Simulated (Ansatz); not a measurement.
Species: CH$_{5}$O$_{2}$Si, net charge 0, doublet state. It need not be the lowest isomer of its formula. 
Structure (B3LYP-D3(BJ)/def2-TZVP (Ansatz, a quantum-chemistry and plane-wave program) minimum search):
SMILES: CO[SiH2][O]
```xyz
9

Si    -0.7949     0.2114     0.1749
O     -1.2321    -1.3300    -0.2168
O      0.6723     0.7212    -0.3163
C      1.9153     0.1213     0.0325
H     -0.8667     0.0885     1.6611
H     -1.7567     1.1733    -0.3953
H      2.0095    -0.8671    -0.4218
H      2.7121     0.7627    -0.3407
H      2.0171     0.0256     1.1175
```
Charge 0, spin multiplicity 2.

Wanted: atomisation energy (electronic, to ground-state atoms), in eV. Correlated levels leave the core frozen unless marked. Open shells are spin-unrestricted. Spin-orbit coupling is left out. Non-relativistic. The coupled-cluster limit lacks core correlation, which all-electron functionals hold. CBS marks a two-point X^-3 extrapolation of the correlation energy; Hartree-Fock from the larger set.

| level | program | atomisation energy (eV) |
|---|---|---|
| HF/6-31G* | Ansatz | 23.53 |

Q: Predict the CCSD(T)/CBS(cc-pV(T+d)Z,cc-pV(Q+d)Z) result (Ansatz).

A: 33.13 eV, so HF/6-31G* differs from it by -9.60 eV.
